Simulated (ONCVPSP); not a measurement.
## Which change was made? (In, ONCV)

```json
{
  "Element": "In",
  "Generator": "ONCVPSP 4.0.1",
  "Type": "optimised norm-conserving Vanderbilt (ONCV)",
  "Functional": "PBE",
  "Relativity": "scalar-relativistic",
  "Frozen core": "[Ar] 3d10",
  "Valence charge": "21",
  "Reference configuration": "4s2 4p6 4d10 5s2 5p1",
  "Partial waves": "4s+5s: rc 1.40 bohr, ncon 3, nbas 6, qcut 8.5 1/bohr, 2 projectors; 4p+5p: rc 1.45 bohr, ncon 4, nbas 8, qcut 10.6 1/bohr, 2 projectors; 4d: rc 1.20 bohr, ncon 4, nbas 7, qcut 8.3 1/bohr, 2 projectors, debl 3.1 Ha",
  "Local potential": "polynomial inside 0.90 bohr (lpopt 5, dvloc0 0 Ha)",
  "Core correction": "polynomial model core, fcfact 0.6"
}
```

Cutoffs, loose and tight: the cutoffs (Ha) at which the residual kinetic energy of the hardest occupied pseudo-wave falls to 1 and 0.1 mHa per electron. They do not see the model core or the augmentation charge, which bear on the density cutoff. Test errors are all-electron minus pseudo excitation energies from the reference, over the configurations 4s2 4p6 4d10 5s2 5p0; 4s2 4p6 4d10 5s1 5p0; 4s2 4p6 4d10 5s0 5p0; 4s1 4p6 4d10 5s2 5p1; variants that change the core or the reference have their own tests. The largest error is taken over the tests solved by every variant that gives reliable tests at all, those not shown here included: 4s1 4p6 4d10 5s2 5p1; 4s2 4p6 4d10 5s1 5p0; 4s2 4p6 4d10 5s2 5p0.

The base gives: outcome: generated; cutoff, loose: 48 Ha; cutoff, tight: 109 Ha; bound ghosts: none; GHOST(+) flags above zero: s; largest test error (meV): -321.

Question: After one change the result is: outcome: generated; cutoff, loose: 70 Ha; cutoff, tight: 170 Ha; bound ghosts: none; GHOST(+) flags above zero: s; largest test error (meV): -127. Which change was it?
A. all radii but the core radius scaled by about 1.16 (s 1.62, p 1.68, d 1.40 bohr); local potential polynomial inside 1.04 bohr (lpopt 5, dvloc0 0 Ha)
B. all radii but the core radius scaled by about 0.91 (s 1.28, p 1.32, d 1.10 bohr); local potential polynomial inside 0.82 bohr (lpopt 5, dvloc0 0 Ha)
C. all radii but the core radius scaled by about 0.80 (s 1.12, p 1.16, d 0.96 bohr); local potential polynomial inside 0.72 bohr (lpopt 5, dvloc0 0 Ha)

Answer: C. The others give: all radii but the core radius scaled by about 1.16 (s 1.62, p 1.68, d 1.40 bohr); local potential polynomial inside 1.04 bohr (lpopt 5, dvloc0 0 Ha) → outcome: generated; cutoff, loose: 34 Ha; cutoff, tight: 76 Ha; bound ghosts: none; GHOST(+) flags above zero: none; largest test error (meV): -476 | all radii but the core radius scaled by about 0.91 (s 1.28, p 1.32, d 1.10 bohr); local potential polynomial inside 0.82 bohr (lpopt 5, dvloc0 0 Ha) → outcome: generated; cutoff, loose: 57 Ha; cutoff, tight: 127 Ha; bound ghosts: none; GHOST(+) flags above zero: s; largest test error (meV): -229.
